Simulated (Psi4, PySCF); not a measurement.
The PySCF input:
```python
from pyscf import gto, scf, dft

mol = gto.Mole()
mol.atom = '''
    B    -0.91491923    0.11210003   -0.01661920
    N     0.73087909   -0.08955061    0.01327617
    H    -1.31399349   -0.64168266   -0.84737361
    H    -1.09154966    1.25500958   -0.29974635
    H    -1.29004994   -0.16052617    1.07999077
    H     0.93390981   -1.05286399    0.25124010
    H     1.12008257    0.53455889    0.70957279
    H     1.10004319    0.13185843   -0.90352092
'''
mol.basis = '6-31g*'
mol.verbose = 4
mol.build()

mf = dft.RKS(mol)
mf.xc = 'revpbe'
mf.grids.atom_grid = (99, 590)
mf.grids.prune = None
mf.kernel()
```

Question: Convert this to an input for Psi4.

Answer: Several could match; the one computed here: 
```
memory 2 GB

molecule mol {
0 1
B    -0.914919    0.112100   -0.016619
N     0.730879   -0.089551    0.013276
H    -1.313993   -0.641683   -0.847374
H    -1.091550    1.255010   -0.299746
H    -1.290050   -0.160526    1.079991
H     0.933910   -1.052864    0.251240
H     1.120083    0.534559    0.709573
H     1.100043    0.131858   -0.903521
}

set {
  basis 6-31g*
  reference rks
  scf_type pk
  puream true
  d_convergence 1e-8
  dft_radial_points 99
  dft_spherical_points 590
}

energy('revpbe')
print_variables()
```

Both were run: PySCF gave -83.169894 Eh and Psi4 -83.169894 Eh, 0.000 mEh apart.
